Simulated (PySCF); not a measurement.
Gas-phase equilibrium of 1 mol HF, 7.2 mol H2O at 800 K and 0.133 bar, among 15 species (O2, F2, O, F, HO2, HOF, H2O, H, FO, H2O2, O3, HF, H2, F2O, OH). Only gases are allowed; each row takes one source of thermochemistry for all species, and Cantera finds the minimum.

Energies from PySCF (xtb for GFN2), thermal terms from the rigid-rotor harmonic-oscillator model, ideal gas at 1 bar. 'Table' is the NASA 1993 thermochemical table (part measured, part estimated). † marks an energy on the PBE0/def2-TZVP geometry and frequencies; other levels use their own. CCSD(T) freezes the core. Open shells (unrestricted) among the columns below: O2 (multiplicity 3), O (multiplicity 3, electronic degeneracy 9), OH (multiplicity 2, electronic degeneracy 4); the rest are closed-shell singlets. GFN2 has no spin-polarisation term. Spin-orbit splitting is ignored; it lowers the true energy and changes the entropy of O, OH. CCSD(T) isn't extrapolated to the basis-set limit. The harmonic model lacks anharmonicity and excited electronic states, which grow with temperature; levels with a mode under 35 cm⁻¹ are left out. The table's entry may be an old estimate for OH (not checked at source).

Molecules larger than those listed are left out. Also missing: (HF)n, which can matter at low temperature or high pressure. Table species left out: FO2, H2F2, H3F3, H4F4.

Mole fractions:

```tsv
thermochemistry	x H2O	x HF	x OH	x H2	x O	x O2
table	0.88	0.12	4.0e-11	3.1e-9	<1e-12	1.6e-9
BLYP/def2-TZVP†	0.88	0.12	1.0e-10	3.0e-7	<1e-12	1.5e-7
CCSD(T)/def2-SVP†	0.88	0.12	5.8e-10	9.4e-8	<1e-12	4.7e-8
CCSD(T)/def2-TZVPP†	0.88	0.12	1.6e-10	6.7e-9	<1e-12	3.3e-9
GFN2-xTB	0.88	0.12	<1e-12	1.9e-9	<1e-12	<1e-12
HF/def2-TZVP†	0.88	0.12	1.8e-5	1.1e-5	1.4e-6	6.8e-11
PBE0/def2-TZVP	0.88	0.12	1.4e-10	3.4e-8	<1e-12	1.7e-8
```
The most sensitive of these is OH: it spans a factor of 10^7.3 over these rows; at this temperature one factor of ten is RT ln 10 = 15 kJ/mol.
